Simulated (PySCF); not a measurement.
A run for PySCF: D3(BJ) and D4 dispersion corrections on AlClH2O2 (SMILES [OH][Al]([OH])[Cl]), a point of a torsion scan.

```python
from pyscf import gto
from pyscf.dispersion import dftd3, dftd4

mol = gto.M(
    atom='''
    O    -0.99609527   -0.89269457    0.21196386
    Al   -0.21342832    0.51504591    0.50189287
    O    -1.05076332    1.93105775    0.55039316
    Cl    1.79472712    0.45743512    0.81118339
    H    -1.47190474   -1.66968645   -0.03345244
    H    -1.16643013    2.86329045    0.65095849
    ''',
    basis='def2-svp',
    charge=0, spin=0, verbose=0, max_memory=1800)
d3, d4 = {}, {}
for xc in ['hf', 'pbe', 'blyp', 'revpbe', 'tpss', 'r2scan', 'b3lyp', 'pbe0', 'bhlyp', 'camb3lyp', 'b2plyp']:
    d3[xc] = float(dftd3.DFTD3Dispersion(mol, xc=xc, version='d3bj', atm=False).get_dispersion()['energy'])
    print(f'D3(BJ) {xc:10s} {d3[xc]:14.8f} Eh')
for xc in ['hf', 'pbe', 'blyp', 'revpbe', 'tpss', 'r2scan', 'b3lyp', 'pbe0', 'bhlyp', 'camb3lyp', 'b2plyp']:
    d4[xc] = float(dftd4.DFTD4Dispersion(mol, xc={'camb3lyp': 'cam-b3lyp'}.get(xc, xc), atm=True).get_dispersion()['energy'])
    print(f'D4     {xc:10s} {d4[xc]:14.8f} Eh')
```

Program output:

```
D3(BJ) hf            -0.02992098 Eh
D3(BJ) pbe           -0.00355664 Eh
D3(BJ) blyp          -0.00808518 Eh
D3(BJ) revpbe        -0.00843215 Eh
D3(BJ) tpss          -0.00465076 Eh
D3(BJ) r2scan        -0.00099895 Eh
D3(BJ) b3lyp         -0.00673879 Eh
D3(BJ) pbe0          -0.00325044 Eh
D3(BJ) bhlyp         -0.00580229 Eh
D3(BJ) camb3lyp      -0.00321656 Eh
D3(BJ) b2plyp        -0.00342557 Eh
D4     hf            -0.01389824 Eh
D4     pbe           -0.00421066 Eh
D4     blyp          -0.00913478 Eh
D4     revpbe        -0.01139436 Eh
D4     tpss          -0.00566317 Eh
D4     r2scan        -0.00096837 Eh
D4     b3lyp         -0.00687553 Eh
D4     pbe0          -0.00356849 Eh
D4     bhlyp         -0.00570804 Eh
D4     camb3lyp      -0.00366771 Eh
D4     b2plyp        -0.00292297 Eh
```

The run finished.

Cost: about 0.020 core-seconds (a rough figure).
